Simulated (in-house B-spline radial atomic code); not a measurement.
A fraction x of an electron is removed from 4d in the palladium ion Pd²⁺, starting from [Kr] 4d8 and keeping the highest spin. Level of theory: scalar-relativistic (X2C) r2SCAN, spin-polarised, spherical fractional occupations, Fermi nucleus of rms radius 4.5318 fm; calculated with an all-electron radial atomic-structure program (B-spline basis).

```json
{"x": "0", "E(x) - E(0) (eV)": "0.0000", "4d down level (eV)": "-26.396"}
{"x": "0.07", "E(x) - E(0) (eV)": "1.8795", "4d down level (eV)": "-27.304"}
{"x": "0.24", "E(x) - E(0) (eV)": "6.7104", "4d down level (eV)": "-29.537"}
{"x": "0.26", "E(x) - E(0) (eV)": "7.3038", "4d down level (eV)": "-29.802"}
{"x": "0.45", "E(x) - E(0) (eV)": "13.2071", "4d down level (eV)": "-32.346"}
{"x": "0.5", "E(x) - E(0) (eV)": "14.8413", "4d down level (eV)": "-33.023"}
{"x": "0.62", "E(x) - E(0) (eV)": "18.9021", "4d down level (eV)": "-34.659"}
{"x": "0.75", "E(x) - E(0) (eV)": "23.5241", "4d down level (eV)": "-36.451"}
{"x": "0.84", "E(x) - E(0) (eV)": "26.8609", "4d down level (eV)": "-37.703"}
{"x": "0.95", "E(x) - E(0) (eV)": "31.0930", "4d down level (eV)": "-39.245"}
{"x": "1", "E(x) - E(0) (eV)": "33.0728", "4d down level (eV)": "-39.950"}
```

The exact functional would give a straight line between the two integer points. Deviations E(x) - E(0) - x[E(1) - E(0)], in eV: -0.436 at x = 0.07, -1.227 at x = 0.24, -1.295 at x = 0.26, -1.676 at x = 0.45, -1.695 at x = 0.5, -1.603 at x = 0.62, -1.28 at x = 0.75, -0.92 at x = 0.84, -0.326 at x = 0.95.

The curve lies below the straight line by up to 1.695 eV (at x = 0.5): convex, the delocalisation error that favours fractional charges.

(1) How well does Slater's transition state (minus the level at half occupation) give the ionisation energy?

Results:

(1) It gives 33.023 eV against 33.073 eV from the two total energies; NIST lists 32.93 eV, ground level to ground level.
